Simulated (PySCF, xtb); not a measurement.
Al(Cl)2(Me) (CH₃AlCl₂), SMILES [CH3][Al]([Cl])[Cl].

GFN2-xTB (xtb 6.7.1) at its own geometry gives an orbital gap of 4.46 eV and a dipole moment of 1.91 D.

Geometry optimised at B3LYP-D3(BJ)/def2-SVP.

Q: What does HF/def2-TZVPD (PySCF) give? (Estimate from the structure and the level; the computed values follow.)

A: gap 12.96 eV (levels -12.01 and 0.96 eV), dipole 2.13 D.
